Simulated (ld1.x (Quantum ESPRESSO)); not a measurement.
## Before and after: TM semilocal potential for titanium

ld1.x (Quantum ESPRESSO) 7.5 input, shortened:

```
&input
   title='Ti', zed=22., rel=1, dft='PZ', iswitch=3,
   config='[Ar] 3d2 4s1 4p1'
 /
 &inputp
   pseudotype=1, tm=.true., lloc=1,
   nlcc=.false.
 /
3
3S  1  0   2.00   0.00  1.15  1.15  0.0
3D  3  2   2.00   0.00  1.25  1.25  0.0
3P  2  1   6.00   0.00  1.15  1.15  0.0
 &test
   configts(1)='3s2 3p6 3d2 4s1 4p1'
 /
```

Occupied shells without a wave of their own: 4p, 4s. They enter only through the test configuration that unscreens the potential.

All-electron outer shells of the reference configuration (LDA (PZ), scalar-relativistic, ld1.x):

```json
{"shell": "2s", "level (eV)": "-536.78", "outermost node (bohr)": "0.09", "outermost maximum (bohr)": "0.27"}
{"shell": "2p", "level (eV)": "-445.29", "outermost node (bohr)": "–", "outermost maximum (bohr)": "0.22"}
{"shell": "3s", "level (eV)": "-63.60", "outermost node (bohr)": "0.40", "outermost maximum (bohr)": "0.87"}
{"shell": "3p", "level (eV)": "-40.12", "outermost node (bohr)": "0.37", "outermost maximum (bohr)": "0.90"}
{"shell": "3d", "level (eV)": "-5.70", "outermost node (bohr)": "–", "outermost maximum (bohr)": "0.97"}
{"shell": "4s", "level (eV)": "-5.38", "outermost node (bohr)": "1.24", "outermost maximum (bohr)": "2.85"}
{"shell": "4p", "level (eV)": "-2.16", "outermost node (bohr)": "1.38", "outermost maximum (bohr)": "3.70"}
```

Change: wave 3s (bound): rc 1.15 bohr becomes 3s (bound): rc 1.68 bohr.

Cutoffs: the cutoffs (Ry, on a coarse ladder) from which the occupation-weighted sum of valence levels, in a spherical-Bessel basis at the reference potential, stays within 10 and 1 mRy of its value at 400 Ry; they do not see the model core or the augmentation charge, which bear on the density cutoff. Errors are all-electron minus pseudo energies relative to the spin-unpolarised reference configuration.

Task: How do hardness, ghosts and transferability respond?

Result: The potential gets softer (110 Ry and 180 Ry → 100 Ry and 140 Ry); the s channel binds one level more than in the base; the miss of the reference levels goes from 0.09 to 0.76 eV; of the 9 tests that both files solve, the error grows in 8 and shrinks in 1 by more than 15 % and 0.3 meV (median size 83.4 → 686.1 meV); neither file shows a bound ghost. A larger radius leaves more room for a smooth pseudo-wave, so fewer plane waves are needed. A semilocal file is local in each channel, so a ghost entry of none says nothing of the separable form that plane-wave codes build from it.

```csv
quantity,base,changed
"cutoff, loose",110 Ry,100 Ry
"cutoff, tight",180 Ry,140 Ry
loose cutoff by channel (10 mRy a level),"s 90 Ry, d 100 Ry, p 35 Ry","s 30 Ry, d 100 Ry, p 35 Ry"
bound ghosts,none,none
"largest miss of a reference level, eV",0.09,0.76
"error for 3s2 3p6 3d2 4s2 4p0, meV [ΔE -3.14 eV]",+74,+686
"error for 3s2 3p6 3d2 4s1 4p0, meV [ΔE 4.40 eV]",-11,-3.2
"error for 3s2 3p6 3d2 4s0 4p0, meV [ΔE 18.20 eV]",-158,-1214
"error for 3s2 3p6 3d1 4s0 4p0, meV [ΔE 45.39 eV]",-248,-1909
"error for 3s2 3p6 3d2 4s1.5 4p0, meV [ΔE -0.12 eV]",+38,+395
"error for 3s2 3p6 3d1 4s2 4p1, meV [ΔE 1.68 eV]",+144,+1084
"error for 3s2 3p6 3d3 4s1 4p0, meV [ΔE -2.08 eV]",+0.4,+20
"error for 3s2 3p6 3d2 4s1 4p1 (spin-polarised), meV [ΔE -1.61 eV]",+83,+123
"error for 3s2 3p6 3d2 4s2 4p0 (spin-polarised), meV [ΔE -3.81 eV]",+136,+733
```

Base: The 4p, 4s levels have no wave, so the channel is fitted at the deeper level alone: the likely source of the large errors. Changed file: The 4p, 4s levels have no wave, so the channel is fitted at the deeper level alone: the likely source of the large errors.
